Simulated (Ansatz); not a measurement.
The molecule CdB, multiplicity 4 (an upper state: multiplicity 2 came lower at CCSD(T)/def2-TZVPP on PBE0 minima). No spin–orbit coupling.

Seven points along R, fitted to fifth degree in 1/R; most abundant isotopes. In def2 and cc sets the state is the lowest found near the PBE0 minimum, followed along R.

Correlated levels freeze the inner cores; with def2 sets outer-core shells near the valence are correlated too.

Codes used: Ansatz (a first-principles code).  In def2 rows elements past Kr take small-core potentials, without spin–orbit coupling.

Task: What bond length and harmonic frequency does PBE/def2-TZVPP give?

Result: r_e = 2.079 Å, ω_e = 540 cm⁻¹.

Task: What bond length and harmonic frequency does PBE0/def2-TZVPP give?

Result: r_e = 2.083 Å, ω_e = 541 cm⁻¹.

Task: What bond length and harmonic frequency does CCSD(T)/def2-TZVPP give?

Result: r_e = 2.092 Å, ω_e = 529 cm⁻¹.
